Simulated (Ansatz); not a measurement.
The cluster Pb5Se10. Charge 0, multiplicity 1. Geometry PBE-D4/def2-SVP, basis def2-SVP, Ansatz.

Cartesian coordinates in Å:
```
Pb -3.855 0.420 1.126
Pb 0.221 -3.291 0.452
Pb -0.958 -0.980 3.163
Pb -1.295 -0.360 -1.745
Pb 1.801 1.351 0.217
Se 3.103 -2.162 -1.362
Se 3.551 0.102 -1.611
Se 0.926 -2.671 -2.233
Se -2.426 -2.084 0.899
Se -1.459 2.418 -2.710
Se -1.833 1.652 2.624
Se 0.757 1.515 -2.506
Se 1.439 -1.068 1.695
Se 1.787 3.163 1.934
Se -1.760 1.994 0.058
```

| run | HOMO (eV) | LUMO (eV) |
| --- | --- | --- |
| A | -5.79 | -3.79 |
| B | -5.07 | -4.31 |
| C | -4.81 | -4.21 |
| D | -5.05 | -4.12 |

In the def2 sets Pb takes a core potential; there is no spin–orbit coupling. Single mean-field runs in def2-SVP are fitted with def2-universal-jkfit. Another isomer (singlet) lies 2.00 eV lower at PBE0-D4/def2-TZVP; other spin states weren't run for this one.

Q: The runs used B97M-V, PBE, PBE0, r2SCAN. Estimate which is which.

A: A PBE0 (25 % exact exchange); B r2SCAN (0 % exact exchange); C PBE (0 % exact exchange); D B97M-V (0 % exact exchange). Exact exchange lowers occupied and raises empty levels; among semilocal functionals meta-GGAs tend to open the gap a little, and such runs are hard to tell apart. The gap grows from 0.61 eV (PBE) to 2.01 eV (PBE0).
